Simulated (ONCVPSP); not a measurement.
## An all-electron radial function and its pseudo partner (rhenium (Re))

Columns: radius, all-electron u(r) and pseudo u(r) of the 5d shell (level -5.57 eV) of rhenium in the configuration [Kr] 4d10 4f14 5s2 5p6 5d5 6s2; LDA (Perdew-Wang 92), scalar-relativistic, ONCV scheme, ONCVPSP 4.0.1.

```
r (bohr)  all-electron  pseudo
   0.098        0.2240  0.0015
   0.195        0.0439  0.0115
   0.292       -0.2580  0.0369
   0.390       -0.3479  0.0822
   0.488       -0.2495  0.1478
   0.585       -0.0658  0.2299
   0.682        0.1349  0.3233
   0.780        0.3193  0.4219
   0.878        0.4709  0.5170
   0.975        0.5860  0.6009
   1.072        0.6689  0.6698
   1.170        0.7247  0.7216
   1.268        0.7576  0.7551
   1.365        0.7724  0.7716
   1.463        0.7737  0.7741
   1.560        0.7646  0.7655
   1.658        0.7480  0.7487
   1.755        0.7263  0.7266
   1.852        0.7010  0.7010
   1.950        0.6730  0.6729
   2.047        0.6439  0.6439
   2.145        0.6140  0.6139
   2.242        0.5842  0.5842
   2.340        0.5545  0.5545
   2.438        0.5254  0.5254
   2.535        0.4974  0.4974
```

Question: How many radial nodes do the two functions have?

Answer: The all-electron 5d function has n − l − 1 = 2; the pseudo-wave has 0, since the states of the same l below it are removed with the core.

Question: At about which radius was the pseudo-wave matched?

Answer: 1.95 bohr. The columns agree to 0.0005 from 1.75 bohr on; several derivatives are matched, so the curves merge somewhat inside the radius.

Question: Where does each function peak?

Answer: Outermost all-electron maximum near 1.46 bohr, pseudo maximum near 1.46 bohr (to the table’s step).

Question: Is the pseudo-wave norm-conserving?

Answer: Yes: the ONCV scheme keeps the norm inside the radius equal to the all-electron one, which fixes the energy derivative of the logarithmic derivative at the level.
